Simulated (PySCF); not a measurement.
`c1nccc(COC)n1`, C6H8N2O

Cartesian coordinates in Å; atom numbers follow the order of the lines, from 1:
```xyz
17

C    -2.285    0.713   -0.532
O    -2.086   -0.221    0.502
C    -1.057   -1.141    0.233
C     0.327   -0.552    0.333
C     0.617    0.486    1.215
C     1.925    0.941    1.222
N     2.859    0.414    0.443
C     2.478   -0.568   -0.350
N     1.263   -1.073   -0.453
H    -3.111    1.347   -0.218
H    -1.395    1.331   -0.699
H    -2.546    0.210   -1.471
H    -1.176   -1.599   -0.760
H    -1.157   -1.927    0.990
H    -0.148    0.902    1.850
H     2.247    1.749    1.867
H     3.237   -1.002   -0.989
```

Method: GIAO PW91/MINI magnetisability, rotational g tensor and spin-rotation constants, non-relativistic, gas phase in PySCF 2.14.0. Geometry: GFN2-xTB.

Give the nuclear spin-rotation constants along the inertial axes (H = +C I·J) beside the isotropic shieldings.

Rotational constants 3.9356, 1.0892, 0.9657 GHz. A star marks the isotopologue with that one atom substituted, in its own axes.
```csv
atom,isotope,Caa (kHz),Cbb (kHz),Ccc (kHz),mean (kHz),σ (ppm)
N7,14N,0.557,0.390,-0.017,0.310,-44.8
N9,14N,1.280,0.164,0.005,0.483,-44.1
H10,1H,-0.147,-0.053,-0.133,-0.111,27.3
H11,1H,-0.069,-0.126,-0.099,-0.098,28.3
H12,1H,-0.449,-0.013,-0.103,-0.189,28.1
H13,1H,-0.454,-0.013,-0.073,-0.180,26.4
H14,1H,-0.450,-0.132,0.040,-0.181,25.5
H15,1H,-0.118,-0.009,-0.102,-0.076,22.4
H16,1H,-0.378,0.109,-0.110,-0.126,20.6
H17,1H,-0.049,0.010,-0.086,-0.042,19.8
C1,13C*,0.694,0.176,0.097,0.322,158.8
O2,17O*,-0.026,0.000,-0.051,-0.026,368.0
C3,13C*,0.683,0.162,0.165,0.337,146.9
C4,13C*,1.391,0.324,0.087,0.601,93.0
C5,13C*,1.087,0.321,0.046,0.485,119.9
C6,13C*,1.117,0.379,0.089,0.528,95.6
C8,13C*,1.183,0.339,0.119,0.547,92.9
```
For the geometry as given, no vibrational averaging.
